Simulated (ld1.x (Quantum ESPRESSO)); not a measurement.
Configuration tests for gallium (RRKJ)

Ga, norm-conserving RRKJ (Kleinman–Bylander form), made with ld1.x (Quantum ESPRESSO) 7.5 (revPBE, scalar-relativistic). Core [Ar], reference 3d10 4s2 4p1. Waves: 4p (bound): rc 2.65 bohr; 3d (bound): rc 1.00 bohr; 4s (bound): rc 1.70 bohr. Local part: the s channel. Core correction: Bessel-smoothed model core, default radius (core density twice the valence density).

Energies are relative to the spin-unpolarised reference configuration 3d10 4s2 4p1; without spin polarisation the order of configurations can differ from experiment.

```
valence configuration  charge  ΔE all-electron (eV)  error AE − PS (meV)
         3d10 4s2 4p0      +1                 5.623                 -1.0
         3d10 4s1 4p0      +2                26.604                  -13
       3d10 4s2 4p0.5    +0.5                 2.001                 -0.3
         3d10 4s0 4p3       0                13.302                  -18
          3d9 4s2 4p2       0                20.312                 -714
```

Question: What are ΔE and the potential's error for 3d10 4s0 4p0?

Answer: ΔE = 57.664 eV all-electron; the error (AE − PS) is -67 meV.

Question: What are ΔE and the potential's error for 3d10 4s1 4p1?

Answer: ΔE = 12.972 eV all-electron; the error (AE − PS) is -5.8 meV.

Levels in the configuration 3d10 4s0 4p0:

| level | all-electron (eV) | pseudo (eV) |
| --- | --- | --- |
| 3d | -52.363 | -52.166 |
